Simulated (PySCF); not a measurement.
C3H2F3, SMILES F/C=C/[C](F)F, multiplicity 2. Coordinates come from a PBE-D3(BJ)/def2-SVP optimisation. The isomer is the one that the SMILES or the coordinates give; other isomers of the formula were not compared. The values are those of a single conformer.

Level of theory: PySCF with PBE-D3(BJ)/def2-SVP.

Harmonic wavenumbers (cm⁻¹): 158, 168, 194, 349, 385, 468, 581, 593, 820, 908, 1132, 1145, 1233, 1332, 1470, 1597, 3146, 3150. Rotational constants (GHz): 9.659, 1.753, 1.484; symmetry number 1.

Work out the zero-point energy and the ideal-gas rigid-rotor harmonic-oscillator thermochemistry at 298.15 K and 1 atm.

ZPE = ½ Σ hcν = ½ × 18829 cm⁻¹ = 26.92 kcal/mol. H − E(el) = 31.35 kcal/mol. Entropy in cal/(mol K): translation 39.57, rotation 26.95, vibration 11.61, spin 1.38, total 79.50. G − E(el) = 7.64 kcal/mol. Cp = 22.15 cal/(mol K).
